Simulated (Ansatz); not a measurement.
ClFH2NSTa (`[NH2][Ta]([F])(=[S])[Cl]`). Charge 0, multiplicity 1. Ta takes the def2 core potential.

Z-matrix (Å, degrees):
```
Ta
F 1 1.870
S 1 2.151 2 111.3
N 1 1.945 2 109.5 3 -115.7
Cl 1 2.296 2 109.9 3 123.7
H 4 1.009 1 126.3 2 121.2
H 4 1.012 1 122.8 2 -58.1
```

Q: List the harmonic frequencies (cm⁻¹, unscaled) at PBE0-D4/def2-TZVP in Ansatz. (Estimate.)

A: Ansatz gave: 128, 134, 172, 182, 196, 357, 402, 526, 545, 612, 678, 712, 1540, 3559, 3667.

Q: Is this a minimum?

A: Yes, all 15 modes are real.

Q: Give the ideal-gas thermochemistry at 298.15 K and 1 bar (rigid rotor, harmonic oscillator; point group C1, symmetry number 1).

A: Zero-point energy 80.2 kJ/mol; H(298) − E = 102.1 kJ/mol; entropy 370.4 J/(mol·K), of which translation 179.3, rotation 119.7, vibration 71.4; G(298) − E = -8.3 kJ/mol.

Q: And at 400, 500, 600, 800 and 1000 K?

A: 
```json
{"T (K)": "400", "H − E (kJ/mol)": "113.5", "S (J/mol/K)": "403.3", "G − E (kJ/mol)": "-47.8"}
{"T (K)": "500", "H − E (kJ/mol)": "125.6", "S (J/mol/K)": "430.1", "G − E (kJ/mol)": "-89.5"}
{"T (K)": "600", "H − E (kJ/mol)": "138.1", "S (J/mol/K)": "453.0", "G − E (kJ/mol)": "-133.7"}
{"T (K)": "800", "H − E (kJ/mol)": "164.3", "S (J/mol/K)": "490.7", "G − E (kJ/mol)": "-228.2"}
{"T (K)": "1000", "H − E (kJ/mol)": "191.5", "S (J/mol/K)": "521.0", "G − E (kJ/mol)": "-329.5"}
```

Q: Rotational constants (cm⁻¹)?

A: 0.07373, 0.05265, 0.04512.
